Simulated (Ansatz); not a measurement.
`[NH2][GaH][CH2][SiH3]` → `[CH3][GaH][NH2]` + `[SiH2]` at 500 K and 1 bar (silylene formation by 1,1-elimination).

Isolated molecules relaxed with PBE0-D4/def2-TZVP in Ansatz; ΔE leaves out vibrations. CBS: MP2 limit from def2 TZ/QZ plus the TZ coupled-cluster correction, frozen cores. This one scheme is used for every species. For Ga outer-core shells are correlated without core-valence functions, which leaves a few kJ/mol of doubt a bond. Scalar relativity is left out up to krypton. Each species was taken in one conformer, which may not be the lowest.

| species | CCSD(T)/CBS energy (Eh) | H − E (kJ/mol) | S (J/(mol·K)) |
| --- | --- | --- | --- |
| `[NH2][GaH][CH2][SiH3]` | -2310.61356 | 273.4 | 449.5 |
| `[CH3][GaH][NH2]` | -2020.32995 | 218.2 | 375.3 |
| `[SiH2]` | -290.19011 | 48.0 | 226.5 |

H − E and S are ideal-gas, rigid-rotor, harmonic terms from PBE0-D4/def2-TZVP, for one conformer and one mirror image of each species. 1 Eh = 2625.50 kJ/mol, R = 8.31446 J/(mol·K).

Task: By hand: ΔE, ΔH, ΔS and ΔG.

Result: ΔE = (-2020.32995) + (-290.19011) − (-2310.61356) = 0.09350 Eh = 245.5 kJ/mol. Δ(H − E) = 218.2 + 48.0 − 273.4 = -7.2, so ΔH = 238.3 kJ/mol. ΔS = 375.3 + 226.5 − 449.5 = 152.3 J/(mol·K). ΔG = 238.3 − 500 × (152.3)/1000 = 162.2 kJ/mol.

Task: By hand: the equilibrium constant, and the temperature at which ΔG would vanish if ΔH and ΔS stayed fixed.

Result: log₁₀ K = −ΔG/(RT ln 10) = -16.9. ΔG = 0 at ΔH/ΔS = 1565 K.

The number of gas molecules changes by +1, which sets the sign of ΔS. A doubt of 5 kJ/mol in ΔE shifts log₁₀ K by 0.5 here. Other conformers and mirror images would add mixing entropy, several J/(mol·K) or more a flexible species. Modes under 60 cm⁻¹, often nearly free rotors, make the harmonic entropy too high. These are equilibria of isolated gas molecules and say nothing of rates. Largest T1 diagnostic: 0.014 (customary marks: 0.02 for closed shells, 0.045 for open ones).
